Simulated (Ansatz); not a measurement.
(H2Ga-mu-NH2)3 (Ga₃N₃H₁₂). Total charge 0; triplet. Geometry B3LYP-D4/def2-SVP, that of the neutral singlet; atoms count from 1.

```xyz
18

Ga   -1.868    0.948   -0.052
H    -2.387    1.491   -1.436
H    -2.659    1.068    1.305
N    -1.362   -1.001   -0.249
Ga    0.087   -1.660    0.992
H    -0.063   -0.889    2.358
H     0.181   -3.230    0.866
N     1.700   -0.851    0.073
Ga    1.429    0.871   -0.955
H     2.741    1.739   -0.833
H     0.770    0.457   -2.326
N    -0.007    1.704    0.192
H    -2.200   -1.564   -0.081
H    -1.107   -1.194   -1.221
H     2.098   -1.541   -0.569
H     2.427   -0.709    0.779
H     0.260    1.656    1.179
H    -0.041    2.704   -0.022
```

At PBE0-D4/def2-TZVP a singlet of charge 0 lies 6.48 eV below the triplet at the same geometry.

(1) Estimate the Mulliken populations from the PBE0/def2-TZVP orbitals of Ansatz.

(2) Where does the spin sit?

(3) And the Mayer bond orders between heavy atoms (over 0.3)?

Answers

(1) 
```json
{"atom": "Ga1", "charge (e)": "-0.37", "spin (α − β)": "1.06"}
{"atom": "H2", "charge (e)": "0.10", "spin (α − β)": "0.30"}
{"atom": "H3", "charge (e)": "0.10", "spin (α − β)": "0.29"}
{"atom": "N4", "charge (e)": "-0.38", "spin (α − β)": "-0.12"}
{"atom": "Ga5", "charge (e)": "0.17", "spin (α − β)": "0.12"}
{"atom": "H6", "charge (e)": "-0.08", "spin (α − β)": "0.01"}
{"atom": "H7", "charge (e)": "-0.06", "spin (α − β)": "0.09"}
{"atom": "N8", "charge (e)": "-0.57", "spin (α − β)": "0.00"}
{"atom": "Ga9", "charge (e)": "0.17", "spin (α − β)": "0.11"}
{"atom": "H10", "charge (e)": "-0.07", "spin (α − β)": "0.08"}
{"atom": "H11", "charge (e)": "-0.09", "spin (α − β)": "0.01"}
{"atom": "N12", "charge (e)": "-0.38", "spin (α − β)": "-0.12"}
{"atom": "H13", "charge (e)": "0.24", "spin (α − β)": "0.04"}
{"atom": "H14", "charge (e)": "0.23", "spin (α − β)": "0.05"}
{"atom": "H15", "charge (e)": "0.27", "spin (α − β)": "0.00"}
{"atom": "H16", "charge (e)": "0.27", "spin (α − β)": "0.00"}
{"atom": "H17", "charge (e)": "0.23", "spin (α − β)": "0.05"}
{"atom": "H18", "charge (e)": "0.24", "spin (α − β)": "0.04"}
```
Mulliken values depend strongly on the basis.

(2) Summed by element: Ga 1.29, H 0.95, N -0.25, of 2 unpaired in all. Largest on single atoms: Ga1 1.06, H2 0.30, H3 0.29.

(3) Ga1–N4 0.36 (2.02 Å); Ga1–N12 0.36 (2.02 Å); N4–Ga5 0.61 (2.02 Å); Ga5–N8 0.66 (2.02 Å); N8–Ga9 0.66 (2.02 Å); Ga9–N12 0.62 (2.02 Å).
